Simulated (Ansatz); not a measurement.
`[SH][Ga][Br]`, charge 0, multiplicity 2.

(1) Give a relaxed structure at PBE0-D4/def2-TZVP (Ansatz 0.2.0). (Estimate.)

Answers

(1) The calculation gave: 
Z-matrix (Å, degrees):
```
S
Ga 1 2.234
H 1 1.346 2 91.2
Br 2 2.322 1 117.5 3 0.0
```
Point group Cs.
